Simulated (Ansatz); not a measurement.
`CC(C)Cl` + `[OH][MgH]` → `CC(C)[O][MgH]` + HCl  (substitution at a C–Cl bond)

Isolated molecules relaxed with PBE0-D4/def2-TZVP in Ansatz; ΔE leaves out vibrations. CCSD(T)/CBS is the MP2 limit (def2-TZVPP, def2-QZVPP) plus CCSD(T) − MP2 in def2-TZVPP, frozen cores. This one scheme is used for every species. Functionals use def2-TZVPP. B3LYP here is the variant with VWN-RPA as its local correlation; programs differ in this. For Mg outer-core shells are correlated without core-valence functions, which leaves a few kJ/mol of doubt a bond. One conformer a species, not always the lowest.

```json
{"level": "revPBE-D4", "ΔE (kcal/mol)": "5.4", "difference from CCSD(T)/CBS": "-0.3"}
{"level": "r2SCANh-D4", "ΔE (kcal/mol)": "5.6", "difference from CCSD(T)/CBS": "-0.1"}
{"level": "r2SCAN0-D4", "ΔE (kcal/mol)": "5.6", "difference from CCSD(T)/CBS": "-0.1"}
{"level": "PBE-QIDH", "ΔE (kcal/mol)": "6.0", "difference from CCSD(T)/CBS": "0.3"}
{"level": "B3LYP", "ΔE (kcal/mol)": "5.4", "difference from CCSD(T)/CBS": "-0.3"}
{"level": "r2SCANh", "ΔE (kcal/mol)": "5.7", "difference from CCSD(T)/CBS": "0.0"}
{"level": "MP2/def2-SVP", "ΔE (kcal/mol)": "1.6", "difference from CCSD(T)/CBS": "-4.1"}
{"level": "SCS-MP2/def2-TZVPP", "ΔE (kcal/mol)": "5.9", "difference from CCSD(T)/CBS": "0.2"}
{"level": "CCSD(T)/def2-TZVPP", "ΔE (kcal/mol)": "4.6", "difference from CCSD(T)/CBS": "-1.1"}
{"level": "HF/def2-QZVPP", "ΔE (kcal/mol)": "4.5", "difference from CCSD(T)/CBS": "-1.2"}
{"level": "CCSD(T)/CBS", "ΔE (kcal/mol)": "5.7", "difference from CCSD(T)/CBS": "0"}
```

Largest T1 diagnostic among the species: 0.011.

Leaving LDA and LC-ωPBE aside and taking each functional with its dispersion term where it has one, the values, not all of them listed here, spread over 1.5 kcal/mol, from CAM-B3LYP-D4 to PBE-QIDH. LDA lies −1.6 kcal/mol from PBE without D4. At CCSD(T), def2-SVP lies −6.0 kcal/mol from the extrapolated value and def2-TZVPP −1.1 kcal/mol.
